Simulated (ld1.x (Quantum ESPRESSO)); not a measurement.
## What one change does to a pseudopotential (S, TM)

S, norm-conserving Troullier–Martins (Kleinman–Bylander form), made with ld1.x (Quantum ESPRESSO) 7.5 (Wu–Cohen, scalar-relativistic). Core [Ne], reference 3s1.5 3p4.5. Waves: 3p (bound): rc 1.65 bohr; 3s (bound): rc 1.10 bohr. Local part: the s channel. Core correction: a·sin(br)/r model core, default radius (core density twice the valence density).

Change: wave 3s (bound): rc 1.10 bohr becomes 3s (bound): rc 1.00 bohr.

Cutoffs: the cutoffs (Ry, on a coarse ladder) from which the occupation-weighted sum of valence levels, in a spherical-Bessel basis at the reference potential, stays within 10 and 1 mRy of its value at 400 Ry; they do not see the model core or the augmentation charge, which bear on the density cutoff. Errors are all-electron minus pseudo energies relative to the spin-unpolarised reference configuration.

Task: What does the change do?

Result: The potential gets harder (55 Ry and 140 Ry → 80 Ry and 230 Ry); of the 7 tests that both files solve, the error grows in 5 and shrinks in 0 by more than 15 % and 0.3 meV (median size 4.5 → 6.0 meV); the range in which the s phases agree narrows (upper end 3.7 → 2.4); neither file shows a bound ghost. A smaller radius makes the pseudo-wave follow the all-electron one further in, where it bends more sharply, so more plane waves are needed. That the errors move this way runs against the usual rule that smaller radii transfer better.

```csv
quantity,base,changed
"cutoff, loose",55 Ry,80 Ry
"cutoff, tight",140 Ry,230 Ry
loose cutoff by channel (10 mRy a level),"p 10 Ry, s 50 Ry","p 10 Ry, s 70 Ry"
bound ghosts,none,none
"error for 3s2 3p4, meV [ΔE -5.13 eV]",-0.4,-0.8
"error for 3s2 3p3, meV [ΔE 6.62 eV]",+2.1,+1.9
"error for 3s2 3p2, meV [ΔE 28.89 eV]",+26,+30
"error for 3s2 3p4.3, meV [ΔE -6.83 eV]",+0.4,+0.3
"error for 3s2 3p0, meV [ΔE 109.77 eV]",+230,+283
"error for 3s0 3p6, meV [ΔE 15.57 eV]",-4.5,-7.8
"error for 3s1 3p4, meV [ΔE 17.47 eV]",+4.6,+6.0
s: phases at 1.79 bohr within 0.05 rad from the reference energy up to (Ry; the scan ends near 5),3.7,2.4
p: phases at 1.79 bohr within 0.05 rad from the reference energy up to (Ry; the scan ends near 5),5.0,4.4
```
